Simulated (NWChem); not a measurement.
Molecule: TeCl4; SMILES Cl[Te](Cl)(Cl)Cl

def2 effective core potentials on Te; no spin-orbit coupling.

**Question.** Give the equilibrium geometry at PBE0/def2-SVP with def2 effective core potentials on Te (NWChem) as an XYZ file, with the point group.

**Answer.** point group C2v; any orientation.
```
5

Te     0.0000     0.0000     0.4085
Cl     1.8048     0.0000    -1.0841
Cl     0.0000     2.4467     0.3822
Cl    -1.8048     0.0000    -1.0841
Cl     0.0000    -2.4467     0.3822
```
